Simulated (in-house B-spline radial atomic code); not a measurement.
Results of a calculation; reference values are marked as such.
## Making a Troullier-Martins p channel for Fe, r_c = 0.54 bohr

Fe, [Ar] 3d6 4s2, non-relativistic LDA (VWN5), spherical and spin-unpolarised, from an all-electron radial atomic-structure program (B-spline basis) (atomic units). The all-electron 3p level is ε = -2.187524 hartree, its outermost node lies just inside 0.30 bohr and its outer maximum at 0.71 bohr.

Inside r_c the pseudo-orbital is u(r) = r^2 exp(p(r)), with p = c0 + c2 r² + c4 r⁴ + … + c12 r¹². The seven coefficients follow from p and its first four derivatives at r_c, from zero curvature of the screened potential at the origin, c4 = −c2²/(2l + 5), and from the norm inside r_c. At r_c the all-electron orbital has P = 0.9920318, P' = 2.147011, the screened potential V = -13.73944, V' = 49.22417, V'' = -230.796, and the norm inside is Q = 0.1504482.

Problem. What are p, p' and p'' at r_c?

Solution. p = ln(P/r_c^2) = ln(0.9920318/0.2916) = 1.22437. p' = P'/P − 2/r_c = 2.16426 − 3.70370 = -1.53945. The radial equation gives p'' = 2(V − ε) − 2(2) p'/r_c − p'² = -23.10383 − (-11.40331) − 2.36990 = -14.07042. Differentiating, p''' = 2V' + 2(2)p'/r_c² − 2(2)p''/r_c − 2p'p'' = 138.24, and p'''' = 2V'' − 4(2)p'/r_c³ + 4(2)p''/r_c² − 2(2)p'''/r_c − 2p''² − 2p'p''' = -1763.7.

For a trial c2 the five matching conditions are linear in c0, c6, c8, c10 and c12, and c2 is varied until the norm inside r_c equals Q. The root nearest zero gives:

```csv
n,c_n
0,2.922567
2,-16.08918
4,-36.98022
6,1104.77
8,-5559.862
10,11612.1
12,-9007.986
```

Problem. Check c4 and p(r_c), and find the screened pseudopotential at the origin.

Solution. −c2²/7 = -36.9802, as listed. The terms c_n r_c^n are 2.92257, -4.69160, -3.14445, 27.39267, -40.19889, 24.48208, -5.53800, which sum to 1.22437. Inverting the radial equation, V_l(r) = ε + 2 p'/r + (p'' + p'²)/2, so V_l(0) = ε + (2l + 3) c2 = -2.187524 + 5 × (-16.0892) = -82.6334 hartree, finite where the all-electron potential diverges.

Orbitals and screened potentials:

```tsv
r (bohr)	P	u	V all-electron	V pseudo
0.054	-0.2841	0.05171	-397.1	-82.35
0.135	-0.6077	0.2511	-125.3	-73.68
0.216	-0.4294	0.4126	-64.19	-44.17
0.297	-0.01281	0.4805	-39.24	-8.888
0.378	0.4187	0.573	-26.28	7.449
0.459	0.7625	0.7738	-18.64	-4.7
0.54	0.992	0.992	-13.74	-13.74
```

Logarithmic derivatives P'/P at R = 0.84 bohr, for energies E around ε:

```csv
E − ε (hartree),all-electron,pseudo
-0.5,-0.267301,-0.268538
-0.25,-0.465658,-0.465996
-0.1,-0.589892,-0.589948
0,-0.675038,-0.675038
0.1,-0.762136,-0.762197
0.25,-0.896622,-0.897031
0.5,-1.13177,-1.13357
```

Problem. With P(R) = 1.107795 and a norm of 0.5283661 inside R, what slope in energy does norm conservation fix?

Solution. d(P'/P)/dE = −2 × (norm inside R)/P(R)² = -0.8611 per hartree·bohr at E = ε, for both atoms, since orbital and norm agree at R. Differences over ±0.1 hartree give -0.8612 (all-electron) and -0.8612 (pseudo), which also hold third-order terms. Half a hartree below ε the two curves differ by -0.0012.
